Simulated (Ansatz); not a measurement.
`CO[SiH2]Cl` + `[SiH3][GeH3]` → `Cl[SiH2][SiH2][GeH3]` + CH₃OH  (formal exchange of groups at the Si–O bond)

Computed with Ansatz on PBE0-D4/def2-TZVP structures; ΔE is electronic, products minus reactants. CCSD(T)/CBS is the MP2 limit (def2-TZVPP, def2-QZVPP) plus CCSD(T) − MP2 in def2-TZVPP, frozen cores. This one scheme is used for every species. Functionals use def2-TZVPP. B3LYP here is the variant with VWN-RPA as its local correlation; programs differ in this. For Ge outer-core shells are correlated without core-valence functions, which leaves a few kJ/mol of doubt a bond. Scalar relativity is left out up to krypton. Each species was taken in one conformer, which may not be the lowest.

Q: Is it downhill or uphill in electronic energy at CCSD(T)/CBS, and by how much? (Best estimate.)

A: Ansatz gave: Uphill: ΔE = +1.04 eV.

Q: What do these levels give: B3LYP-D4, ωB97X-V, B3LYP, MP2/def2-QZVPP, SCS-MP2/def2-QZVPP, HF/CBS(def2)? (An estimate is asked.)

A: Ansatz gave: B3LYP-D4 1.05, ωB97X-V 1.05, B3LYP 1.10, MP2/def2-QZVPP 1.11, SCS-MP2/def2-QZVPP 1.15, HF/CBS(def2) 1.31 eV.

Largest T1 diagnostic among the species: 0.012.

From PBE to PBE0 (25 % exact exchange), in def2-TZVPP and without D4, ΔE moves by +0.05 eV. In def2-TZVPP, CCSD(T) changes the Hartree–Fock value by −0.23 eV (the triples alone add −0.03 eV) and MP2 by −0.17 eV.
